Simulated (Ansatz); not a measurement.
aminoborane cation (BH4N), SMILES BN (connectivity only; charge and spin as stated), charge +1, multiplicity 2.

The structure is a stationary point at ωB97X-D3(BJ)/def2-TZVP. The multiplicity is an assumed one; other spin states were not compared.

Two levels are set side by side: PBE/def2-TZVPD (Ansatz, a quantum-chemistry and plane-wave program) and ωB97X-V/def2-TZVPD (Ansatz). Energy differences of separate SCF runs at the same geometry; the states with an electron removed or added have multiplicity 1 and 1. Differences are taken from unrounded values.

```
quantity                         ωB97X-V    PBE  PBE minus ωB97X-V
-------------------------------  -------  -----  -----------------
vertical ionisation energy (eV)    19.03  18.52              -0.51
vertical electron affinity (eV)     8.98   8.77              -0.21
```
